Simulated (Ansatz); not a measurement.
Ansatz (a program for electronic structure) input:

Ansatz 0.2 input:
```yaml
crystal:
  periodic: [false, false, false]
  atoms:
    - {symbol: C, position_ang: [-0.18626734, -1.01819829, 0.69076495]}
    - {symbol: C, position_ang: [0.37705736, 0.03734785, 0.14778293]}
    - {symbol: O, position_ang: [-0.06247492, 0.87755403, -0.78775978]}
    - {symbol: H, position_ang: [-1.23594206, -1.24403079, 0.51478391]}
    - {symbol: H, position_ang: [0.37796789, -1.67190592, 1.33931723]}
    - {symbol: H, position_ang: [0.21303349, 1.78060702, -0.58331023]}
basis:
  gaussian:
    orbitals: STO-3G
magnetization: {spin_polarized: true, initial_magnetization: 1}
correlation: {method: ccsd_t, electrons: outside_noble_gas}
```

Q: Which total energy does the run end on?

A: -150.44952 Eh (CCSD(T)/STO-3G). The basis has 18 functions.

It need not be the lowest isomer of its formula.

The determinant is spin-contaminated: <S^2> is 1.06 against 0.75 for a pure state.
